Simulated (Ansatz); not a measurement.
`[BH2][GeH2][Br]` + HBr → `[Br][GeH2][Br]` + BH₃ at 700 K and 1 bar (cleavage of the Ge–B bond).

Isolated molecules relaxed with PBE0-D4/def2-TZVP in Ansatz; ΔE leaves out vibrations. CCSD(T)/CBS is the MP2 limit (def2-TZVPP, def2-QZVPP) plus CCSD(T) − MP2 in def2-TZVPP, frozen cores. This one scheme is used for every species. For Br, Ge outer-core shells are correlated without core-valence functions, which leaves a few kJ/mol of doubt a bond. Scalar relativity is left out up to krypton.

```
          species  CCSD(T)/CBS energy (Eh)  H − E (kJ/mol)  S (J/(mol·K))
`[BH2][GeH2][Br]`              -4676.63012           154.9          418.1
              HBr              -2573.91920            36.5          223.7
 `[Br][GeH2][Br]`              -7224.02757            95.0          392.9
              BH₃                -26.55200            96.5          225.0
```

H − E and S are ideal-gas, rigid-rotor, harmonic terms from PBE0-D4/def2-TZVP. 1 Eh = 2625.50 kJ/mol, R = 8.31446 J/(mol·K).

Question: By hand: ΔE, ΔH, ΔS and ΔG.

Answer: ΔE = (-7224.02757) + (-26.55200) − (-4676.63012) − (-2573.91920) = -0.03025 Eh = -79.4 kJ/mol. Δ(H − E) = 95.0 + 96.5 − 154.9 − 36.5 = 0.1, so ΔH = -79.3 kJ/mol. ΔS = 392.9 + 225.0 − 418.1 − 223.7 = -23.9 J/(mol·K). ΔG = -79.3 − 700 × (-23.9)/1000 = -62.6 kJ/mol.

Question: By hand: the equilibrium constant, and the temperature at which ΔG would vanish if ΔH and ΔS stayed fixed.

Answer: log₁₀ K = −ΔG/(RT ln 10) = 4.7. ΔG = 0 at ΔH/ΔS = 3318 K, far beyond where these terms or the molecules hold.

ΔH outweighs TΔS. A doubt of 5 kJ/mol in ΔE shifts log₁₀ K by 0.4 here. These are equilibria of isolated gas molecules and say nothing of rates. Largest T1 diagnostic: 0.010 (customary marks: 0.02 for closed shells, 0.045 for open ones).
